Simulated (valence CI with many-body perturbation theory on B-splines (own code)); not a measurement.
**Questions on Os36+**

Level of theory: valence CI with perturbative core correlation (CI+MBPT): four valence electrons over a frozen Dirac-Fock core [Kr], radial functions for each j: 7 s, 7 p, 8 d, 6 f, 4 g, 1 h, with the one-electron correlation potential Σ1 (screened to all orders), the two-electron term Σ2, the three-electron term Σ3, Breit, model QED; selected single and double excitations, second order for the rest, scaled by the run's own slope (own B-spline code, finite nucleus).

The last digits are not significant, and no measured levels were compared; by estimate large intervals hold to a few tenths of a per cent, small ones and those within an open d or f shell to about a per cent. Only levels of the ground parity were solved; by the run's estimate the other parity begins above the list, which can be wrong where configurations are misplaced.

Levels are named by their leading jj configuration (3d3/2^4 stands for four electrons in 3d with j = 3/2), which in mixed levels can hold well under half, so a name can repeat and another be missing.

Rates and lifetimes use the calculated energies. Strong lines usually hold to 10 to 20 %, long lifetimes can be off by a factor of two.

**Question.** What is the ground level?

**Answer.** (4d3/2^4) J=0, composition 59 % 4d⁴ ³P + 28 % 4d⁴ ⁵D + 13 % 4d⁴ ¹S.

**Question.** How well does LS coupling describe the low levels?

**Answer.** Among the lowest 20 levels the leading LS term, summed over configurations, holds 47 % on average. For single configurations the figures are 47 % in LS and 95 % in jj coupling. Terms mix most in the J = 4 level at 179900 cm⁻¹, where the leading one holds 29 %.

**Question.** Name the longest-lived excited levels whose lifetime is computed, and their main decay.

**Answer.** (4d3/2^2 4d5/2^2) J=6 at 348800 cm⁻¹ lives 53.2 ms, mostly by M1 to (4d3/2^2 4d5/2^2) J=5. The lifetime of (4d3/2^3 4d5/2) J=4 is too uncertain to give, and may be longer.

**Question.** What is the ionisation energy?

**Answer.** 1607 eV; NIST lists 1606 ± 5 eV (theoretical).
